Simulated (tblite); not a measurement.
C6H14N, doublet, geometry from GFN2-xTB; IPEA1-xTB in tblite.

Input for tblite:
```
$ tblite run mol.xyz --method ipea1 --charge 0 --spin 1 --json tblite.json --no-restart

# file mol.xyz
21

C     -0.78444055     2.31390624    -0.21213019
C     -0.92158376     0.94288145    -0.72618139
N     -0.04394399     0.01269195    -0.03996213
C     -0.37217413    -1.37418904    -0.32035186
C     -1.54199866    -1.85935503     0.53025707
C      1.36117018     0.32312723    -0.25379544
C      2.21178958    -0.09019059     0.94202307
H     -1.05819233     3.15268870    -0.82042225
H     -0.49978019     2.47238166     0.80799615
H     -0.76276961     0.92885085    -1.82472144
H     -1.95320338     0.58673815    -0.56728675
H     -0.59962097    -1.52657484    -1.39133346
H      0.50113629    -1.98333989    -0.08050316
H     -2.46403595    -1.34597804     0.26894386
H     -1.69149959    -2.92621058     0.38228199
H     -1.33130743    -1.67312532     1.57960319
H      1.74752037    -0.15271108    -1.17231933
H      1.43569776     1.40702297    -0.38063349
H      3.24141303     0.22568209     0.79252063
H      1.82551531     0.37660703     1.84369834
H      2.20015840    -1.16795700     1.08298302
```

Output, abridged:

```
xTB calculator
 | screened Coulomb repulsion
 | Coulomb electrostatics
 |  * isotropic Klopman-Ohno-Mataga-Nishimoto electrostatics
 |  * onsite third-order electrostatics
 | DFT-D3(BJ) dispersion correction

halogen bonding energy    0.0000000000000E+00 Eh
repulsion energy          4.4711668819674E-01 Eh
dispersion energy        -8.4935077452789E-03 Eh
number of electrons       4.3000000000000E+01 e
integral cutoff           4.0000000000000E+01 bohr

------------------------------------------------------------
  cycle        total energy    energy error   density error
------------------------------------------------------------
      1     -26.04088187380  -2.6479505E+01   4.9268261E-01
      2     -26.11548081714  -7.4598943E-02   2.9300894E-01
      3     -25.97936613181   1.3611469E-01   1.4278150E-01
      4     -26.15423650633  -1.7487037E-01   8.9786595E-03
      5     -26.15481905482  -5.8254849E-04   2.1027564E-03
      6     -26.15484813400  -2.9079174E-05   3.7445992E-04
      7     -26.15484864362  -5.0962300E-07   2.2484305E-04
      8     -26.15484881123  -1.6761025E-07   7.8823999E-05
      9     -26.15484883234  -2.1111834E-08   2.8483837E-05
     10     -26.15484883520  -2.8634979E-09   2.6064841E-06
------------------------------------------------------------

electronic energy        -2.6593472015656E+01 Eh
total energy             -2.6154848835204E+01 Eh

Post processing:
 | Mayer-Wiberg bond orders

[Info] JSON dump of results written to 'tblite.json'
```
